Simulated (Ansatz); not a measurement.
Basis-set extrapolation for C$_{2}$H$_{5}$NSi, SMILES `C#C[SiH2]N` (PBE0-D4/def2-TZVP geometry, frozen core, Ansatz 0.2.0). Multiplicity 1, RHF reference.

```tsv
	def2-TZVPP	def2-QZVPP
HF	-422.072621	-422.087852
MP2 correlation	-0.637669	-0.681873
CCSD(T) correlation	-0.698868	not run
```

Energies in hartree. Use E(X) = E(∞) + A·exp(−7.88·√X) for Hartree–Fock and E(X) = E(∞) + B·X^(−2.97) for correlation, with X = 3 and 4, and add CCSD(T) minus MP2 of the smaller set to the MP2 limit.

Question: What is the CCSD(T) energy at the basis-set limit?

Answer: HF limit: -422.087852 + (-0.015231) × 0.13774 = -422.08995. MP2 limit: -0.681873 + (-0.044204) × 0.74074 = -0.71462. Higher-order term: -0.698868 − (-0.637669) = -0.06120. Total: -422.86577 hartree, 247.5 kJ/mol below CCSD(T)/def2-TZVPP.
